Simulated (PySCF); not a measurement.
# Electron correlation in F (fluorine, neutral)

[He] 2s2 2p5, 2P determinant. All numbers are calculated (PySCF 2.14, the spin-free X2C one-electron Hamiltonian (Gaussian nucleus), in Sapporo-DZP-2012). Frozen: 1s2; 7 electrons correlated.

MP2 pair energies summed by pair of shells (mhartree):

```json
{"pair": "2p-2p", "energy": "-98.58", "share (%)": "64.0"}
{"pair": "2s-2p", "energy": "-47.35", "share (%)": "30.7"}
{"pair": "2s-2s", "energy": "-8.10", "share (%)": "5.3"}
```

Total MP2 correlation energy: -154.04 mhartree.

Same-spin part -40.59 and opposite-spin part -113.45 mhartree; SCS-MP2 scales them by 1/3 and 6/5 to -149.67 mhartree.

| level | correlation energy (mhartree) |
| --- | --- |
| CCSD | -165.12 |
| (T) | -1.05 |
| CCSD(T) | -166.17 |

Diagnostics: T1 = 0.0033, D1 = 0.0062, largest double amplitude 0.047.

Cost of the coupled-cluster step: 0.1 s of wall time on 1 thread of Neoverse-V2 (shared host), for 7 correlated electrons.

Iterations:

```
CC2 = 0
CCSD nocc = (np.int64(4), np.int64(3)), nmo = (17, 17)
frozen orbitals [[0], [0]]
max_cycle = 100
direct = 0
conv_tol = 1e-08
conv_tol_normt = 1e-06
diis_space = 8
diis_start_cycle = 0
Init t2, MP2 energy = -0.154037928814443
Init E_corr(UCCSD) = -0.154037928839189
cycle = 1  E_corr(UCCSD) = -0.162727581249832  dE = -0.00868965241  norm(t1,t2) = 0.0203755
cycle = 2  E_corr(UCCSD) = -0.164469399283129  dE = -0.00174181803  norm(t1,t2) = 0.00571721
cycle = 3  E_corr(UCCSD) = -0.165134218711035  dE = -0.000664819428  norm(t1,t2) = 0.00231593
cycle = 4  E_corr(UCCSD) = -0.165121434011391  dE = 1.27846996e-05  norm(t1,t2) = 0.000561202
cycle = 5  E_corr(UCCSD) = -0.165120561844365  dE = 8.72167025e-07  norm(t1,t2) = 9.10134e-05
cycle = 6  E_corr(UCCSD) = -0.165122012303108  dE = -1.45045874e-06  norm(t1,t2) = 1.76353e-05
cycle = 7  E_corr(UCCSD) = -0.165121938503385  dE = 7.37997228e-08  norm(t1,t2) = 2.28465e-06
cycle = 8  E_corr(UCCSD) = -0.165121953947453  dE = -1.54440676e-08  norm(t1,t2) = 4.59152e-07
cycle = 9  E_corr(UCCSD) = -0.16512195450463  dE = -5.57177277e-10  norm(t1,t2) = 7.25554e-08
UCCSD converged
E(UCCSD) = -99.6160564501813  E_corr = -0.1651219545046301
UCCSD(T) correction = -0.00104943415233668
```
